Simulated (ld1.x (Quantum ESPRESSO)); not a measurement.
zinc: one change to a TM potential, before and after

```
Element                 : zinc
Generator               : ld1.x (Quantum ESPRESSO) 7.5
Type                    : norm-conserving Troullier–Martins (Kleinman–Bylander form)
Functional              : PBE
Relativity              : scalar-relativistic
Frozen core             : [Ar]
Valence charge          : 12
Reference configuration : 3d9 4s0 4p0 (charge +3)
Partial waves           : 4s (bound, empty): rc 1.30 bohr; 4p (bound, empty): rc 2.05 bohr; 3d (bound): rc 1.15 bohr
Local potential         : the d channel
Core correction         : Bessel-smoothed model core inside 0.70 bohr
```

Change: local potential the p channel.

Cutoffs: the cutoffs (Ry, on a coarse ladder) from which the occupation-weighted sum of valence levels, in a spherical-Bessel basis at the reference potential, stays within 10 and 1 mRy of its value at 400 Ry; they do not see the model core or the augmentation charge, which bear on the density cutoff. Errors are all-electron minus pseudo energies relative to the spin-unpolarised reference configuration.

Question: How do hardness, ghosts and transferability respond?

Answer: The bound ghosts move from p, s to s; the number of tests that count goes from 7 to 6; of the 6 tests that both files solve, the error grows in 6 and shrinks in 0 by more than 15 % and 0.3 meV (median size 100.9 → 567.1 meV); the range in which the s phases agree widens (upper end 0.3 → 2.5); the range in which the d phases agree narrows (upper end -0.9 → -2.0). In the separable form a ghost depends on how the local part lies against the semilocal potential of the channel, so the choice of the local part can create or remove one.

```tsv
quantity	base	changed
cutoff, loose	200 Ry	200 Ry
cutoff, tight	over 300 Ry	over 300 Ry
bound ghosts	s, p	s
tests counted (converged, no solver errors)	7 of 7	6 of 7
error for 3d10 4s1 4p0, meV [ΔE -58.98 eV]	-147	-609
error for 3d10 4s0 4p0, meV [ΔE -40.53 eV]	-217	-593
error for 3d9 4s2 4p1, meV [ΔE -56.62 eV]	+13	-82
error for 3d10 4s0 4p2, meV [ΔE -58.31 eV]	-86	-439
error for 3d10 4s1.5 4p0, meV [ΔE -64.92 eV]	-111	-624
error for 3d10 4s1 4p1, meV [ΔE -63.78 eV]	-91	-541
s: phases at 2.24 bohr within 0.05 rad from the reference energy up to (Ry; the scan ends near 5)	0.3	2.5
p: phases at 2.24 bohr within 0.05 rad from the reference energy up to (Ry; the scan ends near 5)	2.5	2.5
d: phases at 2.24 bohr within 0.05 rad from the reference energy up to (Ry; the scan ends near 5)	-0.9	-2.0
```

Changed file: Tests not counted: 3d10 4s2 4p0 (solver errors, printed error -641 meV). A true bound ghost makes a file unfit for plane-wave use even where its test errors are small: the radial tests pick states by their node count and pass the ghost by.
